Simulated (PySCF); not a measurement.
`O=C[C@H](F)[C@H]1O[C@@H]1F`, C$_{4}$H$_{4}$F$_{2}$O$_{2}$

Geometry (Å), atoms numbered from 1 in this order:
```xyz
12

O    -1.353   -0.684    1.498
C    -1.630   -0.361    0.383
C    -0.757    0.532   -0.486
F    -1.305    0.601   -1.741
C     0.674    0.026   -0.585
O     1.714    0.902   -0.223
C     1.506   -0.168    0.603
F     2.443   -1.138    0.567
H    -2.558   -0.675   -0.124
H    -0.761    1.553   -0.075
H     0.870   -0.588   -1.459
H     1.158   -0.001    1.616
```

The calculation used TDDFT PBE0/def2-SVPD circular dichroism and optical rotation, one conformer, gas phase in PySCF. Geometry: GFN2-xTB.

The molecule is flexible and this is one conformer; a measurement averages over conformers. States above about 8.4 eV (minus the energy of the highest occupied orbital) lie near or above the ionisation threshold and depend on the basis.

Assign R or S to each stereocentre.

C3 R, C5 R, C7 R.

Which excitations and rotatory strengths does the calculation give?

Rotatory strengths R in 10⁻⁴⁰ esu² cm², velocity form and length form (origin at the centre of mass); f in length form.
| state | E (eV) | λ (nm) | f | R (velocity) | R (length) | main |
| --- | --- | --- | --- | --- | --- | --- |
| 1 | 4.19 | 296 | 0.0002 | -4.0 | -3.3 | HOMO→LUMO 0.97 |
| 2 | 6.12 | 203 | 0.008 | -1.9 | -2.0 | HOMO−1→LUMO 0.99 |
| 3 | 6.51 | 191 | 0.009 | -9.5 | -10.0 | HOMO−2→LUMO 0.96 |
| 4 | 7.82 | 158 | 0.023 | +14.3 | +14.8 | HOMO→LUMO+1 0.77, HOMO→LUMO+2 0.19 |
| 5 | 7.89 | 157 | 0.030 | +16.2 | +16.3 | HOMO−3→LUMO 0.86 |
| 6 | 8.03 | 154 | 0.002 | -0.1 | -0.2 | HOMO→LUMO+2 0.75, HOMO→LUMO+1 0.20 |
| 7 | 8.26 | 150 | 0.004 | -9.9 | -9.9 | HOMO−4→LUMO 0.59, HOMO−5→LUMO 0.30 |
| 8 | 8.38 | 148 | 0.033 | +0.5 | -1.7 | HOMO→LUMO+3 0.94 |
| 9 | 8.66 | 143 | 0.002 | -6.9 | -5.6 | HOMO−5→LUMO 0.28, HOMO−1→LUMO+1 0.25 |
| 10 | 8.73 | 142 | 0.012 | +1.5 | +1.1 | HOMO−1→LUMO+2 0.30, HOMO−5→LUMO 0.27 |
| 11 | 8.79 | 141 | 0.008 | -9.1 | -9.7 | HOMO−1→LUMO+2 0.33, HOMO→LUMO+5 0.20 |
| 12 | 8.81 | 141 | 0.009 | +11.7 | +12.1 | HOMO→LUMO+5 0.55, HOMO−1→LUMO+2 0.15 |
| 13 | 8.87 | 140 | 0.027 | -23.3 | -23.0 | HOMO→LUMO+4 0.68, HOMO→LUMO+5 0.13 |
| 14 | 9.03 | 137 | 0.023 | -7.2 | -5.0 | HOMO−1→LUMO+3 0.51, HOMO−1→LUMO+4 0.21 |
| 15 | 9.13 | 136 | 0.019 | -8.3 | -8.4 | HOMO→LUMO+6 0.65, HOMO−1→LUMO+3 0.13 |
| 16 | 9.17 | 135 | 0.009 | -0.3 | -1.7 | HOMO−1→LUMO+4 0.42, HOMO−1→LUMO+3 0.22 |

For state 8 the two forms differ in sign, so the sign of R isn't settled.

Among the states computed, the strongest CD band (largest |R|) is state 13. The largest dissymmetry factor in size, g = 4R/(D+G), with D and G the electric and magnetic dipole strengths, is -0.092 for state 1 (velocity form, f = 0.0003), among bands with |R| over 0.5. The mirror image has the same energies and oscillator strengths and all R with the opposite sign.
